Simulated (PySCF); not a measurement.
Predicted microwave data (PBE0/pcSseg-1 in PySCF (dipole) on a GFN2-xTB geometry, gas phase) for one isomer of C8H10N2S:

* Rotational constants: A = 2478, B = 587.2, C = 529.5 MHz
* Dipole components: |μa| = 0.96 D, |μb| = 3.07 D, |μc| = 0.00 D
* Inertial defect: -110.26 u·Å²
* κ: -0.94

**Question.** Which structure is it? (One computed conformer of each.)
A. `C#Cc1nnc(C(C)(C)C)s1`
B. `[CH3:1][N:2]([CH3:3])[C:4](=[S:5])[c:6]1[cH:7][cH:8][cH:9][cH:10][n:11]1` with C1–N2–C4–S5 5°, N2–C4–C6–C7 -146°

**Answer.** A. It is C#Cc1nnc(C(C)(C)C)s1, a near-prolate asymmetric top, point group Cs. The candidates at the same level (rigid rotor, commonest isotopes):

| SMILES | A (MHz) | B (MHz) | C (MHz) | μa (D) | μb (D) | μc (D) | Δ (u·Å²) | point group | rotor |
| --- | --- | --- | --- | --- | --- | --- | --- | --- | --- |
| CN(C)C(=S)c1ccccn1 | 1758 | 725.3 | 545.8 | 1.51 | 3.21 | 1.57 | -58.26 | C1 | asymmetric top |
| C#Cc1nnc(C(C)(C)C)s1 | 2478 | 587.2 | 529.5 | 0.96 | 3.07 | 0.00 | -110.26 | Cs | near-prolate asymmetric top |

`CN(C)C(=S)c1ccccn1` has A 29 % too low. In the right answer the mirror of this Cs structure is the ab plane, so μc vanishes by symmetry. No structure here is proved a minimum.
